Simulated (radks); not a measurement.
The numbers below are computed, except where a source is named.
Effect of the nuclear size on neutral chromium, [Ar] 3d5 4s1. Code: a radial shooting solver on a logarithmic mesh with Libxc functionals. Model: Dirac Kohn-Sham, relativistic LDA (MacDonald-Vosko exchange, VWN5 correlation), spin-unpolarised, spherical densities, finite nucleus; open shells are shared between the two j in proportion to 2j + 1; Fermi nuclear charge, rms radius 3.6452 fm. The rms radius is varied about that value; shifts are against it.

| rms radius (fm) | total energy shift (eV) | density at nucleus (e/bohr^3) | 1s1/2 shift (meV) | 2s1/2 shift (meV) |
|---|---|---|---|---|
| 2.9818 | -0.0242 | 1.141e+04 | -10.2 | -0.895 |
| 3.2989 | -0.0132 | 1.137e+04 | -5.59 | -0.489 |
| 3.6452 | 0 | 1.132e+04 | 0.000 | 0.000 |
| 3.8967 | 0.0104 | 1.13e+04 | 4.40 | 0.385 |
| 4.3524 | 0.0309 | 1.125e+04 | 13.1 | 1.14 |

Slopes of the eigenvalues against <r^2> in GHz/fm^2, as finite differences over the two radii next to the reference (eigenvalue slopes, not the field-shift constants of lines): 1s1/2 561, 2s1/2 49.1.
